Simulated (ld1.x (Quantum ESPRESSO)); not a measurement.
# Varying the TM potential for Au

Base potential:

```json
{
  "Element": "Au (Z = 79)",
  "Generator": "ld1.x (Quantum ESPRESSO) 7.5",
  "Type": "norm-conserving Troullier–Martins (Kleinman–Bylander form)",
  "Functional": "PBE",
  "Relativity": "fully relativistic",
  "Frozen core": "[Kr] 4d10 4f14 5s2",
  "Valence charge": "17",
  "Reference configuration": "5p6 5d9 6s0 6p0 (charge +2)",
  "Partial waves": "6s (bound, empty): rc 1.80 bohr; 5d (bound): rc 1.25 bohr; 5p (bound): rc 1.50 bohr",
  "Local potential": "the p channel",
  "Core correction": "a·sin(br)/r model core inside 1.05 bohr"
}
```

Open shells are filled in proportion to 2j + 1 (rel_dist='average').

All-electron outer shells of the reference configuration (PBE, scalar-relativistic, ld1.x):

```csv
shell,level (eV),outermost node (bohr),outermost maximum (bohr)
4f,-102.84,–,0.37
5p,-81.30,0.52,0.96
5d,-27.33,0.56,1.20
6s,-22.76,1.10,2.13
6p,-14.61,1.29,2.70
```

Cutoffs, loose and tight: the cutoffs (Ry, on a coarse ladder) from which the occupation-weighted sum of valence levels, in a spherical-Bessel basis at the reference potential, stays within 10 and 1 mRy of its value at 400 Ry. They do not see the model core or the augmentation charge, which bear on the density cutoff. Test errors are all-electron minus pseudo excitation energies from the reference, over the configurations 5p6 5d10 6s1 6p0; 5p6 5d10 6s0 6p0; 5p6 5d8 6s0 6p0; 5p6 5d9 6s2 6p0; 5p6 5d9 6s1 6p0; 5p6 5d10 6s0 6p1; 5p6 5d9 6s1 6p1. A dash means not determined; rows that change the core or the reference have their own tests. The largest error is taken over the tests solved by every variant that gives reliable tests at all: 5p6 5d10 6s0 6p0; 5p6 5d10 6s0 6p1; 5p6 5d8 6s0 6p0.

A true bound ghost makes a file unfit for plane-wave use even where its test errors are small: the radial tests pick states by their node count and pass the ghost by. Where a test does run into it, the solver fails or the error is huge.

| change | outcome | cutoff, loose | cutoff, tight | bound ghosts | largest test error (meV) |
| --- | --- | --- | --- | --- | --- |
| base | generated, misses its reference levels by 11.55 eV | 70 Ry | 100 Ry | s | +68 |
| wave 5p (bound): rc 1.50 bohr becomes 5p (bound): rc 1.16 bohr | generated, misses its reference levels by 11.64 eV | 140 Ry | 200 Ry | s | -14 |
| wave 5p (bound): rc 1.50 bohr becomes 5p (bound): rc 1.30 bohr | generated, misses its reference levels by 11.62 eV | 110 Ry | 140 Ry | s | -6.5 |
| wave 5p (bound): rc 1.50 bohr becomes 5p (bound): rc 1.42 bohr | generated, misses its reference levels by 11.58 eV | 80 Ry | 120 Ry | s | +41 |
| wave 5p (bound): rc 1.50 bohr becomes 5p (bound): rc 1.62 bohr | generated, misses its reference levels by 11.52 eV | 70 Ry | 90 Ry | s | +119 |
| wave 5p (bound): rc 1.50 bohr becomes 5p (bound): rc 1.76 bohr | generated, misses its reference levels by 11.48 eV | 60 Ry | 90 Ry | s | +176 |
| wave 5p (bound): rc 1.50 bohr becomes 5p (bound): rc 1.94 bohr | generated, misses its reference levels by 11.44 eV | 60 Ry | 90 Ry | s | +242 |

(1) What comes out with this change to the base: wave 5p (bound): rc 1.50 bohr becomes 5p (bound): rc 2.20 bohr?

(2) What comes out with this change to the base: wave 5p (bound): rc 1.50 bohr becomes 5p (bound): rc 2.14 bohr?

(3) What comes out with this change to the base: wave 5p (bound): rc 1.50 bohr becomes 5p (bound): rc 0.94 bohr?

Answers

(1) outcome: generated, misses its reference levels by 11.39 eV; cutoff, loose: 60 Ry; cutoff, tight: 90 Ry; bound ghosts: p1/2 (extra level of the local part), s; largest test error (meV): +243.

(2) outcome: generated, misses its reference levels by 11.40 eV; cutoff, loose: 60 Ry; cutoff, tight: 90 Ry; bound ghosts: p1/2 (extra level of the local part), s; largest test error (meV): +255.

(3) outcome: generated, misses its reference levels by 11.76 eV; cutoff, loose: 200 Ry; cutoff, tight: over 300 Ry; bound ghosts: s; largest test error (meV): -17.

Reading the sweep of the p radius (base included, trends over the rows without a ghost): Bound ghosts are found at 0.94, 1.16, 1.3, 1.42, 1.5, 1.62, 1.76, 1.94, 2.14, 2.2 bohr. Every judged row has one, so this setting neither creates nor removes them.
